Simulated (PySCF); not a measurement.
From one molecule to another.

First species: C5H11FOSi.
Numbering: `[CH3:1][CH2:2][Si@@H:3]([CH:4]=[O:5])[C@H:6]([CH3:7])[F:8]` (hydrogens: H9, H10, H11 on C1; H12, H13 on C2; H14 on Si3; H15 on C4; H16 on C6; H17, H18, H19 on C7)

Geometry (GFN2-xTB, Å), atoms numbered from 1 in this order:
```
atom  x, y, z in Å
C1     2.671   -0.251   -0.470
C2     1.208   -0.586   -0.751
Si3    0.103   -0.284    0.764
C4     0.128    1.579    1.264
O5     0.855    2.405    0.770
C6    -1.756   -0.654    0.393
C7    -2.348    0.133   -0.766
F8    -2.458   -0.331    1.555
H9     3.061   -0.867    0.336
H10    2.770    0.792   -0.182
H11    3.280   -0.421   -1.356
H12    1.135   -1.626   -1.079
H13    0.867    0.029   -1.587
H14    0.481   -1.054    1.957
H15   -0.586    1.891    2.055
H16   -1.940   -1.724    0.247
H17   -1.873   -0.175   -1.693
H18   -3.418   -0.048   -0.840
H19   -2.189    1.200   -0.623
```

Second species: C₅H₁₁FSSi₂.
Geometry (GFN2-xTB, Å), atoms numbered from 1 in this order:
```xyz
20
C5H11FSSi2 angstrom
C     -3.287    0.094    0.376
C     -1.964   -0.583    0.447
C     -0.971   -0.363   -0.401
Si    -0.532    0.838   -1.792
C      1.152    0.150   -1.153
S      1.920    1.430   -0.102
Si     3.343    0.301    1.051
C      0.418   -0.948   -0.370
F      0.913   -1.223    0.888
H     -4.083   -0.643    0.279
H     -3.321    0.774   -0.472
H     -3.468    0.655    1.292
H     -1.835   -1.291    1.259
H     -0.735    2.263   -1.593
H     -0.878    0.367   -3.134
H      1.920   -0.227   -1.825
H      2.780   -0.033    2.348
H      4.474    1.215    1.160
H      3.682   -0.866    0.247
H      0.467   -1.899   -0.918
```

Levels: PBE0/pcSseg-1 for dipole moment, HOMO energy, LUMO energy and HOMO–LUMO gap; GFN2-xTB for rotational constant A and rotational constant C. Geometries: GFN2-xTB. Each structure is a single optimised conformer of the isolated species, non-relativistic unless stated; the electronic structure was computed with PySCF and density fitting.

Dipoles, sizes and rotational constants follow the conformer. The torsions of the flexible species, by atom-mapped SMILES:
- `[CH3:1][CH2:2][Si@@H:3]([CH:4]=[O:5])[C@H:6]([CH3:7])[F:8]`: C1–C2–Si3–C4 62°, C2–Si3–C4–O5 -7°, C2–Si3–C6–C7 -57°
- `[CH3:1]/[CH:2]=[C:3]1\[SiH2:4][C@@H:5]([S:6][SiH3:7])[C@H:8]1[F:9]`: Si4–C5–S6–Si7 161°

Task: Which of the two has the higher HOMO–LUMO gap, and by how much?

Result: The second: 5.99 eV against 5.40 eV, a difference of 0.59 eV.

Task: Which has the higher LUMO energy?

Result: The second: -0.75 eV against -1.43 eV, a difference of 0.68 eV.

Task: Which of the two has the higher rotational constant A, and by how much?

Result: The first: 2.180 GHz against 1.719 GHz, a difference of 0.461 GHz.

Task: Which has the higher HOMO energy?

Result: The second: -6.74 eV against -6.83 eV, a difference of 0.09 eV.

Task: Which of the two has the higher dipole moment, and by how much?

Result: The first: 2.66 D against 2.28 D, a difference of 0.38 D.

Task: Which has the higher rotational constant C?

Result: The first: 0.900 GHz against 0.537 GHz, a difference of 0.363 GHz.

On the first: In atomic units the dipole is 1.05 e·bohr (1 au = 2.5417 D). A dipole of 2.66 D is allowed in C1, and pure rotational transitions are dipole-allowed.

On the second: In atomic units the dipole is 0.90 e·bohr (1 au = 2.5417 D). A dipole of 2.28 D is allowed in C1, and pure rotational transitions are dipole-allowed.
